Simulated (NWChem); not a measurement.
# CHBrCl2; SMILES C(Cl)(Br)Cl

```xyz
5

Cl    -0.0788     1.3121    -1.4569
C      0.4793     0.4958     0.0000
Cl    -0.0788     1.3121     1.4569
Br    -0.0340    -1.3732     0.0000
H      1.5735     0.5123     0.0000
```
Atoms are numbered in this order, from 1.

All runs: NWChem. Geometry optimised at PBE0/def2-SVP; all other runs use it. This build's default masses of Se (78.918 u) and Br (79.917 u) are each other's, which moves their modes by up to 0.6 %.

| quantity | level | value |
|---|---|---|
| vertical, lowest state with f > 0.02, singlet (eV) | B3LYP/def2-SVPD, TDA | 6.28 |
| vertical ionisation energy, ΔSCF (eV) | PBE/def2-SVP | (withheld) |
| solvation free energy (kcal/mol) in n-hexane | PBE0/def2-SVP, SMD | -4.6 |
| anisotropy (bohr³), static | B3LYP/def2-SVPD | 22.1 |
| dipole (D) | PBE0/def2-SVP | (withheld) |
| highest harmonic frequency (cm⁻¹) | PBE0/def2-SVP | (withheld) |

Task: Complete the blanks.

Result: 
- vertical ionisation energy, ΔSCF (eV), value: 10.12
- dipole (D), value: 1.10
- highest harmonic frequency (cm⁻¹), value: 3196
